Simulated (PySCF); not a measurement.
Species: C₃H₇NO₂Si.
SMILES with atom numbers: `[CH2:1]=[CH:2][O:3][SiH2:4][C:5]([NH2:6])=[O:7]` (hydrogens: H8, H9 on C1; H10 on C2; H11, H12 on Si4; H13, H14 on N6)

Level: CAM-B3LYP/def2-SVPD in PySCF, non-relativistic, on one gas-phase PBE0-D3(BJ)/def2-SVP geometry that isn't relaxed in the solvent. The solvent is an IEF-PCM continuum (van der Waals radii × 1.2), and excitations are vertical TDDFT with non-equilibrium linear response and a frozen core. Specific hydrogen bonds and non-electrostatic terms are outside this model.

Gas-phase singlets (H = HOMO, L = LUMO):

```csv
state,E (eV),λ (nm),f,leading configuration
S1,4.908,253,0.002,H-1→L 91%
S2,6.533,190,0.018,H→L+1 78%
S3,6.582,188,0.019,H-1→L+1 47%
S4,6.862,181,0.162,H→L 73%
S5,7.014,177,0.018,H-1→L+3 71%
```

Question: How does the list change in chloroform (ε = 4.711)?

Answer: 
```csv
state,E (eV),λ (nm),f,leading configuration,change by rank (eV)
S1,5.050,246,0.003,H-1→L 93%,+0.142
S2,6.529,190,0.024,H→L+1 77%,-0.004
S3,6.655,186,0.148,H→L 44%,+0.073
S4,6.782,183,0.118,H→L 26%,-0.080
S5,7.008,177,0.134,H→L+3 48%,-0.006
```

Question: The ground-state energy changes by -0.272 eV from gas to chloroform. By how much does the total energy of gas-phase S1 change?

Answer: E(S1) = E(S0) + excitation energy, so it changes by -0.272 + 0.142 = -0.130 eV: it is lowered less than the ground state, which is what a blue shift means. This is the vertical state, with the slow part of the continuum still set for S0.

Question: How do the frontier levels move from gas to chloroform?

Answer: 
| orbital | gas (eV) | solvent (eV) | change (eV) | Löwdin shares, gas | Löwdin shares, solvent |
| --- | --- | --- | --- | --- | --- |
| LUMO+2 | 1.41 | 1.44 | +0.03 | C2 34 %, C1 29 %, O3 10 %, H8 7 % | Si4 32 %, O7 18 %, C5 12 %, H11 12 % |
| LUMO+1 | 0.94 | 1.14 | +0.20 | Si4 25 %, O3 14 %, C2 10 %, H13 9 % | Si4 31 %, O3 12 %, C2 10 %, C1 7 % |
| LUMO | 0.73 | 0.75 | +0.02 | C5 31 %, O7 21 %, Si4 16 %, N6 15 % | C5 33 %, O7 21 %, N6 16 %, Si4 16 % |
| HOMO | -8.62 | -8.48 | +0.14 | C1 38 %, C2 26 %, O3 23 % | C1 38 %, C2 26 %, O3 23 % |
| HOMO-1 | -8.73 | -8.85 | -0.12 | O7 60 %, C5 16 %, Si4 10 %, N6 7 % | O7 58 %, C5 17 %, Si4 11 %, N6 7 % |
| HOMO-2 | -9.63 | -9.62 | +0.01 | N6 45 %, O7 35 %, C5 11 % | N6 47 %, O7 34 %, C5 11 % |
| HOMO-3 | -11.23 | -11.11 | +0.12 | Si4 33 %, H11 21 %, H12 21 %, O3 9 % | Si4 34 %, H11 22 %, H12 21 %, O3 9 % |

The HOMO–LUMO gap goes from 9.35 to 9.22 eV. Rows go by rank; for LUMO+2 the atom shares or the degeneracy differ between the runs, so the row needn't follow one orbital.

Shape of the structure used: `[CH2:1]=[CH:2][O:3][SiH2:4][C:5]([NH2:6])=[O:7]`: C1–C2–O3–Si4 0°, C2–O3–Si4–C5 -179°, O3–Si4–C5–N6 1°, H–N6–C5–Si4 0°, H–N6–C5–Si4 179°.
